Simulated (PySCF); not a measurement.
SMILES [AlH]([F])[CH3] (CH₄AlF) (PBE0/def2-SVP optimised geometry):

```
7

Al    -0.717     0.089     0.000
H     -1.643     1.373     0.000
F     -1.526    -1.373     0.005
C      1.224     0.089     0.000
H      1.616     0.561     0.918
H      1.622     0.674    -0.846
H      1.643    -0.928    -0.061
```

Method: PySCF with PBE0/def2-TZVP.

What are the frontier orbital energies and the dipole moment?

HOMO-2 -11.06 eV, HOMO-1 -10.16 eV, HOMO -8.33 eV, LUMO -0.85 eV, LUMO+1 0.16 eV; dipole moment 1.91 D.

Meta-Löwdin charges at PBE0/def2-TZVP: Al1 0.97, H2 -0.16, F3 -0.55, C4 -0.68, H5 0.14, H6 0.14, H7 0.14.
